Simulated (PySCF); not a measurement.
Ligand exchange on a metal centre used in film growth or etching (Hf Cl-F). Isolated molecules, 0 K electronic values unless said otherwise. In the def2 sets, heavy atoms carry core potentials. All members: neutral, multiplicity 1. Level: TPSSh-D3(BJ)/def2-TZVP // r2SCAN-D4/def2-SVP (PySCF), beside PBE-D3(BJ)/def2-TZVP // r2SCAN-D4/def2-SVP (PySCF) at the same geometries. 

```json
[
 {"species": "[Hf(Cl)4]", "HOMO–LUMO gap, PBE (eV)": "5.29", "HOMO–LUMO gap, TPSSh-D3(BJ) (eV)": "6.34"},
 {"species": "[Hf(Cl)3(F)]", "HOMO–LUMO gap, PBE (eV)": "5.50", "HOMO–LUMO gap, TPSSh-D3(BJ) (eV)": "6.57"},
 {"species": "[Hf(Cl)2(F)2]", "HOMO–LUMO gap, PBE (eV)": "5.84", "HOMO–LUMO gap, TPSSh-D3(BJ) (eV)": "6.94"},
 {"species": "[Hf(Cl)(F)3]", "HOMO–LUMO gap, PBE (eV)": "6.45", "HOMO–LUMO gap, TPSSh-D3(BJ) (eV)": "withheld"},
 {"species": "[Hf(F)4]", "HOMO–LUMO gap, PBE (eV)": "8.45", "HOMO–LUMO gap, TPSSh-D3(BJ) (eV)": "9.89"}
]
```

Fit y = a + b·x, y being the HOMO–LUMO gap at the first level, to the 4 complete rows by least squares, with x = the PBE value in eV. Give a, b and the rms residual, and predict the withheld value.

Means of the 4 rows: x̄ = 6.27, ȳ = 7.435 eV. Σ(x − x̄)² = 6.4906 and Σ(x − x̄)(y − ȳ) = 7.3039, so b = 1.125 and a = ȳ − b·x̄ = 0.381 eV. The rms residual is 0.007 eV. At x = 6.45 the line gives 7.64 eV. The run for [Hf(Cl)(F)3] gave 7.59 eV, so the line is off by 0.05 eV, more than twice the rms residual.

Codes: PySCF.
